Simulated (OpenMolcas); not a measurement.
# Levels of Ne II by method

```yaml
Program: OpenMolcas 26.06
Basis: ANO-RCC-VQZP [5s4p3d2f1g]
Scalar_Hamiltonian: DKH2, point nucleus
Active_space: 7 electrons in 4 orbitals (2s 2p)
State_averaging: 2S+1 = 2 odd, 3 roots; 2S+1 = 2 even, 1 root
Spin-orbit_coupling: RASSI with atomic mean-field integrals over the reference wave functions, term energies averaged over their components
```

Methods on the same reference wave functions:
A. CASSCF
B. SS-CASPT2, IPEA 0.25 Eh, imaginary shift 0.1 Eh (closed shells correlated: 1s)

Energies in eV above 2s² 2p⁵ ²P°_3/2, the measured ground level; measured values from NIST Handbook of Basic Atomic Spectroscopic Data.

```
          Level        A       B  Measured
2s² 2p⁵ ²P°_3/2   0.0000  0.0000    0.0000
2s² 2p⁵ ²P°_1/2   0.0966  0.0966    0.0967
  2s 2p⁶ ²S_1/2  29.6521  27.405   26.9105
```

Deviations, from unrounded energies. A percentage is the sum of absolute deviations over the sum of measured energies, with the sign that they share, or ± where signs differ.

| Against measurement | Levels | A | B |
| --- | --- | --- | --- |
| mean absolute deviation (cm-1) | 2 | 11000 | 2000 |
| fine structure of the ground term (%) | 1 | -0.2 | -0.2 |
| other configurations (%) | 1 | +10.2 | +1.8 |

B lies closest to measurement on these levels. The largest miss of B in the table is 2s 2p⁶ ²S_1/2, by +4000 cm-1. The ranking rests on the paired levels alone, and a cruder setting can come out closer through cancelling errors.

The lowest spin-free term lies below A's lowest term by 0.252 hartree in B.

Without dynamic correlation excited terms often stand tens of per cent too high (terms of higher spin than the ground term too low), and those without a measured partner can miss by more than the paired ones (holds for A). Computed and measured levels are paired by configuration, term and J; levels that our copy of the source lacks, or whose pairing is in doubt (as where it misses far off the trend of its configuration), stay unpaired and out of the deviations. Only configurations of the active space appear.

° marks odd parity.
